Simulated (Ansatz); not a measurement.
Consider the redistribution: `C[SiH]1[SiH2]S1` + `[NH2][AlH][GaH2]` → `[NH2][AlH][SiH]1[SiH2]S1` + `[CH3][GaH2]`.

Gas-phase electronic energies from Ansatz, PBE0-D4/def2-TZVP geometries. CCSD(T)/CBS adds triple-zeta CCSD(T) − MP2 to the extrapolated MP2 energy (def2 sets, frozen cores). DFT in def2-TZVPP. For Ga outer-core shells are correlated without core-valence functions, which leaves a few kJ/mol of doubt a bond. Scalar relativity is left out up to krypton. Each species was taken in one conformer, which may not be the lowest.

```json
{"species": "`C[SiH]1[SiH2]S1`", "B2PLYP energy (Eh)": "-1018.56691"}
{"species": "`[NH2][AlH][GaH2]`", "B2PLYP energy (Eh)": "-2224.55749"}
{"species": "`[NH2][AlH][SiH]1[SiH2]S1`", "B2PLYP energy (Eh)": "-1277.56912"}
{"species": "`[CH3][GaH2]`", "B2PLYP energy (Eh)": "-1965.55235"}
```

Q: Work out ΔE.

A: ΔE = (-1277.56912) + (-1965.55235) − (-1018.56691) − (-2224.55749) = 0.00293 Eh = +1.8 kcal/mol. CCSD(T)/CBS gives +1.0 kcal/mol.

Largest T1 diagnostic among the species: 0.014.

In def2-TZVPP, CCSD(T) changes the Hartree–Fock value by −3.3 kcal/mol (the triples alone add −0.7 kcal/mol) and MP2 by −4.1 kcal/mol. The D4 term adds −1.0 kcal/mol with B3LYP and −0.6 kcal/mol with PBE0; it sums over pairs of atoms, weighted by their polarisabilities, and B3LYP, whose exchange is more repulsive, gets the larger term.

B3LYP here is the variant with VWN-RPA as its local correlation; programs differ in this.
